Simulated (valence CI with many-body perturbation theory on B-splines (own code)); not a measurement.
Results of a calculation; reference values are marked as such.
**Ladder of approximations for Pt⁵⁵⁺**

Level of theory: configuration interaction combined with many-body perturbation theory (CI+MBPT): five valence electrons over a frozen Dirac-Fock core [Ar], a basis of 7 s, 7 p, 8 d, 6 f, 4 g, 1 h functions for each j, with the one-electron correlation potential Σ1 (screened to all orders), the two-electron term Σ2, the three-electron term Σ3, Breit, model QED; selected single and double excitations, second order for the rest (own B-spline code, finite nucleus).

No measured spectrum was set against this ion. As an estimate, large intervals hold to a few tenths of a per cent, small ones and those within an open d or f shell to about a per cent. Among the levels kept, up to 250 cm⁻¹ of a level comes from second order outside the variational space, and about a tenth of that is noise between levels of different J, which matters for small intervals. The list stops below the first excitations out of the core. Only levels of the ground parity were solved; by the run's estimate the other parity begins above the list, which can be wrong where configurations are misplaced.

Each rung adds one term. CI alone is the Dirac-Coulomb CI over the frozen core; QED comes last and gives the full result, which names the levels. Energies are above (3d3/2^4 3d5/2) J=5/2 on the same rung, in cm⁻¹.

Levels are named by their leading jj configuration (3d3/2^4 stands for four electrons in 3d with j = 3/2), which in mixed levels can hold well under half, so a name can repeat and another be missing. Letters in brackets count levels of one name in rising energy.

```csv
Level,CI alone
(3d3/2^3 3d5/2^2) J=5/2 [a],630418
(3d3/2^3 3d5/2^2) J=7/2 [a],738028
(3d3/2^3 3d5/2^2) J=11/2,759703
(3d3/2^3 3d5/2^2) J=3/2 [a],749844
(3d3/2^3 3d5/2^2) J=9/2,804284
(3d3/2^3 3d5/2^2) J=5/2 [b],835225
(3d3/2^3 3d5/2^2) J=1/2,867296
(3d3/2^3 3d5/2^2) J=7/2 [b],874627
(3d3/2^3 3d5/2^2) J=3/2 [b],1021960
(3d3/2^2 3d5/2^3) J=5/2 [a],1353510
(3d3/2^2 3d5/2^3) J=7/2 [a],1438930
(3d3/2^2 3d5/2^3) J=11/2,1451000
(3d3/2^2 3d5/2^3) J=9/2 [a],1465750
(3d3/2^2 3d5/2^3) J=13/2,1505110
(3d3/2^2 3d5/2^3) J=1/2 [a],1498060
(3d3/2^2 3d5/2^3) J=3/2 [a],1508920
```

(1) What do these energies become with core correlation, Breit and QED?

(2) How does the ionisation energy move along the ladder, and which term matters most?

## Answers

(1) (3d3/2^3 3d5/2^2) J=5/2 [a] 627814 (-2604); (3d3/2^3 3d5/2^2) J=7/2 [a] 726081 (-11947); (3d3/2^3 3d5/2^2) J=11/2 735296 (-24406); (3d3/2^3 3d5/2^2) J=3/2 [a] 743895 (-5949); (3d3/2^3 3d5/2^2) J=9/2 785931 (-18354); (3d3/2^3 3d5/2^2) J=5/2 [b] 820373 (-14852); (3d3/2^3 3d5/2^2) J=1/2 856717 (-10579); (3d3/2^3 3d5/2^2) J=7/2 [b] 857572 (-17054); (3d3/2^3 3d5/2^2) J=3/2 [b] 1012690 (-9269); (3d3/2^2 3d5/2^3) J=5/2 [a] 1344010 (-9497); (3d3/2^2 3d5/2^3) J=7/2 [a] 1420210 (-18727); (3d3/2^2 3d5/2^3) J=11/2 1421550 (-29457); (3d3/2^2 3d5/2^3) J=9/2 [a] 1439610 (-26140); (3d3/2^2 3d5/2^3) J=13/2 1463570 (-41542); (3d3/2^2 3d5/2^3) J=1/2 [a] 1485670 (-12392); (3d3/2^2 3d5/2^3) J=3/2 [a] 1495470 (-13451).

(2) CI alone 5398.9, + Σ1 5401.2, + Σ2 5412.3, + Σ3 5412.5, + Breit 5410.0, + QED 5410.0 eV. The largest step is Σ2, 11.1 eV. NIST lists 5410 ± 5 eV (theoretical).
